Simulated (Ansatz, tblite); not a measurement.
Isomers of Ge$_{2}$O$_{4}$⁻ (doublet), found by a short tight-binding search and relaxed with PBE-D4/def2-SVPD in Ansatz.

The xTB rows come from tblite. HSE06 is defined as in plane-wave codes, on full-range PBE exchange. Correlated methods freeze 22 core orbitals; core or outer-core shells of Ge are correlated, in sets that lack core-valence functions.

B: At HF/def2-TZVPD, MP2/def2-TZVPD the charge -1 doublet is spin-contaminated (final ⟨S²⟩ up to 0.84, 0.75 for a pure state).

Other spin states were run for one of them alone.

A:

Cartesian coordinates in Å:
```
Ge -0.092 0.337 1.181
Ge -0.160 -0.032 -1.505
O 0.944 0.899 -0.162
O -1.174 -0.580 0.094
O 0.583 -1.257 -2.434
O -0.100 0.634 2.826
```

B:

Cartesian coordinates in Å:
```
Ge 1.639 0.052 0.548
Ge -1.206 -0.201 0.059
O -1.875 -1.540 -0.776
O 0.926 1.691 -0.168
O 0.103 -0.556 1.367
O 0.412 0.554 -1.031
```

Question: Estimate their order by electronic energy at PBE0-D4/def2-TZVPD, counted from the lowest.

Answer: A (0.00) < B (2.30), in eV.

Question: Do the other levels pick the same lowest one?

Answer: All that were run do. Energies above each level's lowest (eV):

```csv
level,A,B
GFN1-xTB,0.00,3.04
GFN2-xTB,0.00,1.22
HF/def2-TZVPD,0.00,2.52
PBE-D4/def2-TZVPD,0.00,2.16
r2SCAN-D4/def2-TZVPD,0.00,2.32
PBE0-D4/def2-TZVPD,0.00,2.30
HSE06-D4/def2-TZVPD,0.00,2.31
MP2/def2-TZVPD,0.00,2.98
```
Point groups (tolerance 0.1 Å): A Cs, B not assigned. Lower isomers may exist.
